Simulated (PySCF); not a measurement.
## Correlation energy of In⁺ (indium, charge +1)

[Kr] 4d10 5s1 5p1, high-spin 3P determinant (an excited configuration). Calculation: PySCF 2.14, in x2c-TZVPPall (8s6p4d2f, 60 functions); the spin-free X2C one-electron Hamiltonian (Gaussian nucleus). Frozen: [Ar] 3d10; 20 electrons correlated.

| level | correlation energy (mhartree) |
| --- | --- |
| CCSD | -299.41 |
| (T) | -5.66 |
| CCSD(T) | -305.07 |

Diagnostics: T1 = 0.0096, D1 = 0.0329, largest double amplitude 0.027.

Question: Is a single reference adequate?

Answer: Yes, within this model without spin-orbit coupling: T1 lies below 0.03 and no double amplitude reaches 0.07.

The basis was made for the ground configuration and has no added diffuse functions, which can raise the energy of the promoted electron.

This basis was not built for core-valence correlation, so the inner-shell part is incomplete.
